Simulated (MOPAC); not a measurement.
Input file for MOPAC: PM7 on ammonia borane (SMILES [BH3-][NH3+]), a point of a bond scan (R = 0.967 Å).

```
PM7 1SCF PRECISE CHARGE=0 THREADS=1
BH6N

B     -0.92028643 1     0.13156152 1    -0.01951483 1
N      0.72087107 1    -0.10305367 1     0.01528619 1
H     -1.24377575 1    -0.47123465 1    -0.70231213 1
H     -1.06228529 1     1.29862046 1    -0.29795625 1
H     -1.29883588 1    -0.14977972 1     1.09281033 1
H      0.94520012 1    -1.06717851 1     0.24390556 1
H      1.15844162 1     0.49379687 1     0.71129516 1
H      1.13746216 1     0.11004268 1    -0.88647256 1
```

It printed:

```
*******************************************************************************
 **                                                                           **
 **                              MOPAC v23.2.5                                **
 **                                                                           **
 *******************************************************************************
 ** MOPAC's Digital Object Identifier: https://doi.org/10.5281/zenodo.6511958 **
 **                                                                           **
 ** Please cite the open-source release paper for use of this MOPAC version:  **
 ** J. E. Moussa and J. J. P. Stewart (2026)                                  **
 ** MOPAC: An open-source semiempirical molecular orbital program             **
 ** J. Open Source Softw., 11(119), 8025, https://doi.org/10.21105/joss.08025 **
 *******************************************************************************

                              PM7 CALCULATION RESULTS

 *******************************************************************************
 *  PM7        - The PM7 Hamiltonian to be used
 *
 *
 *
 *                 CHARGE ON SYSTEM = 0
 *
 *
 *
 *  PRECISE    - TIGHTER CRITERIA TO BE USED
 *  1SCF       - DO 1 SCF AND THEN STOP
 *  THREADS=1  - MULTI-THREADING NOT USED
 *  T=         - A TIME OF 172800.0 SECONDS REQUESTED
 *  DUMP=N     - RESTART FILE WRITTEN EVERY 7200.0 SECONDS REQUESTED
 *******************************************************************************
PM7 1SCF PRECISE CHARGE=0 THREADS=1
 BH6N

   ATOM   CHEMICAL          X               Y               Z
  NUMBER   SYMBOL      (ANGSTROMS)     (ANGSTROMS)     (ANGSTROMS)

     1       B         -0.92028643  *   0.13156152  *  -0.01951483  *
     2       N          0.72087107  *  -0.10305367  *   0.01528619  *
     3       H         -1.24377575  *  -0.47123465  *  -0.70231213  *
     4       H         -1.06228529  *   1.29862046  *  -0.29795625  *
     5       H         -1.29883588  *  -0.14977972  *   1.09281033  *
     6       H          0.94520012  *  -1.06717851  *   0.24390556  *
     7       H          1.15844162  *   0.49379687  *   0.71129516  *
     8       H          1.13746216  *   0.11004268  *  -0.88647256  *



          CARTESIAN COORDINATES

    NO.       ATOM           X           Y           Z

     1         B         -0.9203      0.1316     -0.0195
     2         N          0.7209     -0.1031      0.0153
     3         H         -1.2438     -0.4712     -0.7023
     4         H         -1.0623      1.2986     -0.2980
     5         H         -1.2988     -0.1498      1.0928
     6         H          0.9452     -1.0672      0.2439
     7         H          1.1584      0.4938      0.7113
     8         H          1.1375      0.1100     -0.8865

 General Reference for PM7:
 "Optimization of Parameters for Semiempirical Methods VI: More Modifications to the
 NDDO Approximations and Re-optimization of Parameters", J. J. P. Stewart, J. Mol. Mod., 1:32, 19 (2013)
 https://link.springer.com/article/10.1007/s00894-012-1667-x

           Empirical Formula: H6 N B  =     8 atoms



      MOLECULAR POINT GROUP   :   Cs


      RHF CALCULATION, NO. OF DOUBLY OCCUPIED LEVELS = 7


 -------------------------------------------------------------------------------
 PM7 1SCF PRECISE CHARGE=0 THREADS=1
 BH6N



     1SCF WAS SPECIFIED, SO BFGS WAS NOT USED
     SCF FIELD WAS ACHIEVED


                              PM7 CALCULATION
                                                       MOPAC v23.2.5 Linux




          FINAL HEAT OF FORMATION =         -1.91824 KCAL/MOL =      -8.02592 KJ/MOL


          COSMO AREA              =         77.30 SQUARE ANGSTROMS
          COSMO VOLUME            =         58.12 CUBIC ANGSTROMS

          IONIZATION POTENTIAL    =         10.766078 EV
          HOMO LUMO ENERGIES (EV) =        -10.766  1.527
          NO. OF FILLED LEVELS    =          7
          MOLECULAR WEIGHT        =         30.8641         POINT GROUP:  Cs

          MOLECULAR DIMENSIONS (Angstroms)

            Atom       Atom       Distance
            H     6    H     4     3.14970
            H     8    H     5     2.98095
            H     3    H     7     2.65242


          SCF CALCULATIONS        =          1





   ATOM   CHEMICAL          X               Y               Z
  NUMBER   SYMBOL      (ANGSTROMS)     (ANGSTROMS)     (ANGSTROMS)

     1       B         -0.92028643  *   0.13156152  *  -0.01951483  *
     2       N          0.72087107  *  -0.10305367  *   0.01528619  *
     3       H         -1.24377575  *  -0.47123465  *  -0.70231213  *
     4       H         -1.06228529  *   1.29862046  *  -0.29795625  *
     5       H         -1.29883588  *  -0.14977972  *   1.09281033  *
     6       H          0.94520012  *  -1.06717851  *   0.24390556  *
     7       H          1.15844162  *   0.49379687  *   0.71129516  *
     8       H          1.13746216  *   0.11004268  *  -0.88647256  *

                             CARTESIAN COORDINATES

   1    B       -0.920286430     0.131561520    -0.019514830
   2    N        0.720871070    -0.103053670     0.015286190
   3    H       -1.243775750    -0.471234650    -0.702312130
   4    H       -1.062285290     1.298620460    -0.297956250
   5    H       -1.298835880    -0.149779720     1.092810330
   6    H        0.945200120    -1.067178510     0.243905560
   7    H        1.158441620     0.493796870     0.711295160
   8    H        1.137462160     0.110042680    -0.886472560


           Empirical Formula: H6 N B  =     8 atoms



      MOLECULAR POINT GROUP   :   Cs


                  EIGENVALUES
 -38.13362 -18.37292 -18.33873 -17.05747 -13.09693 -10.92451 -10.76608   1.52671
   3.35550   4.33754   4.67013   4.86011   5.15539   9.62275


              NET ATOMIC CHARGES AND DIPOLE CONTRIBUTIONS

  ATOM NO.   TYPE          CHARGE      No. of ELECS.   s-Pop       p-Pop
    1          B          -0.576051        3.5761     0.63155     2.94450
    2          N          -0.321320        5.3213     1.50097     3.82035
    3          H           0.030158        0.9698     0.96984
    4          H           0.053838        0.9462     0.94616
    5          H           0.053838        0.9462     0.94616
    6          H           0.253983        0.7460     0.74602
    7          H           0.251570        0.7484     0.74843
    8          H           0.253983        0.7460     0.74602
 DIPOLE           X         Y         Z       TOTAL
 POINT-CHG.     4.584    -0.547     0.210     4.621
 HYBRID         1.061    -0.156     0.018     1.072
 SUM            5.644    -0.703     0.227     5.693


          ATOMIC ORBITAL ELECTRON POPULATIONS

     Atom    s        px        py        pz
    1  B   0.63155   0.55036   1.19050   1.20365
    2  N   1.50097   1.39791   1.21325   1.20920
    3  H   0.96984
    4  H   0.94616
    5  H   0.94616
    6  H   0.74602
    7  H   0.74843
    8  H   0.74602

 **********************
 *                    *
 * JOB ENDED NORMALLY *
 *                    *
 **********************




 == MOPAC DONE ==
```

The run finished.

Cost: very roughly 0.020 core-seconds.
